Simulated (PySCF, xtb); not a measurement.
C₅H₁₀O, SMILES O(C1CC1)CC.

GFN2-xTB (xtb) at its own geometry gives an orbital gap of 9.07 eV and a dipole moment of 1.28 D.

Geometry optimised at r2SCAN-D4/def2-SVP. Other conformers were not sampled.

Question: What does PySCF with M06-2X/def2-TZVP give? (An estimate is asked for; the answer gives what the named calculation found.)

Answer: gap 10.61 eV (levels -8.59 and 2.02 eV), dipole 1.14 D.
